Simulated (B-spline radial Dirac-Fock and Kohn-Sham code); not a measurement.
## Form factor and incoherent scattering function of Pm⁴¹⁺

System: promethium as Pm⁴¹⁺ in the configuration [Ar] 3d2.

Model: relativistic Hartree-Fock (Dirac-Fock) wave functions, averaged over the configuration. Program: a radial B-spline solver. f₀ is the Fourier transform of the spherical electron density, S the Waller-Hartree incoherent function, and s = sin θ/λ. The electron scattering factor follows from the Mott-Bethe formula f_e = 0.023934 Å⁻¹·(Z − f₀)/s².

```csv
s (Å⁻¹),f₀,S,f_e (Å)
0,20.000,0.000,–
0.1,19.948,0.053,98.254
0.12,19.925,0.076,68.270
0.14,19.898,0.103,50.190
0.17,19.850,0.152,34.079
0.21,19.772,0.231,22.375
0.25,19.678,0.326,15.824
0.3,19.538,0.465,11.026
0.37,19.304,0.699,7.290
0.44,19.027,0.973,5.189
0.53,18.611,1.378,3.612
0.64,18.024,1.941,2.511
0.77,17.237,2.679,1.767
0.93,16.167,3.653,1.241
1.13,14.743,4.902,0.867
1.36,13.097,6.296,0.620
1.64,11.234,7.839,0.443
1.98,9.342,9.432,0.315
2.38,7.707,10.936,0.225
2.87,6.426,12.352,0.159
3.47,5.477,13.668,0.110
4.18,4.651,14.880,0.077
5.04,3.735,16.023,0.054
```

f₀ starts at the number of electrons, 20, and has fallen to half at s ≈ 1.86 Å⁻¹. The sum of ⟨r²⟩ over the electrons is 0.7082 bohr². For an ion f_e diverges as s goes to zero, because of the net charge.

Values without a named source are computed, but for edge energies of neutral atoms, which are taken from tables.
